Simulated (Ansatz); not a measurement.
One change: `C=C([SiH3])BC` becomes `C=C([SiH3])[SiH2][SiH3]`.

Ansatz, PBE0-D4/def2-TZVP geometries, multiplicity 1. Each molecule was computed in one conformer, which needn't be the lowest.

```csv
property,`C=C([SiH3])BC`
HOMO energy (B3LYP/def2-TZVPP) / eV,-8.02
HOMO energy (ωB97M-V/def2-TZVPP) / eV,-10.43
HOMO–LUMO gap (ωB97M-V/def2-TZVPP) / eV,10.62
size of the dipole moment (PBE/def2-TZVPP) / D,0.53
HOMO–LUMO gap (PBE0/def2-TZVPP) / eV,6.34
size of the dipole moment (B3LYP/def2-TZVPP) / D,0.60
```

What does the change do to each property? (Estimate.)

The calculation gave: 
```csv
property,`C=C([SiH3])[SiH2][SiH3]`,shift
HOMO energy (B3LYP/def2-TZVPP) / eV,-7.54,0.48
HOMO energy (ωB97M-V/def2-TZVPP) / eV,-9.80,0.63
HOMO–LUMO gap (ωB97M-V/def2-TZVPP) / eV,10.83,0.21
size of the dipole moment (PBE/def2-TZVPP) / D,0.84,0.31
HOMO–LUMO gap (PBE0/def2-TZVPP) / eV,6.73,0.39
size of the dipole moment (B3LYP/def2-TZVPP) / D,0.88,0.28
```

With PBE0 the HOMO rises by 0.45 eV and the LUMO rises by 0.83 eV, so the gap widens by about 0.38 eV. PBE moves the HOMO by 0.21 eV and ωB97M-V by 0.63 eV. Dipoles are sizes alone; their direction can turn.

B3LYP here is the variant with VWN-RPA as its local correlation; programs differ in this.
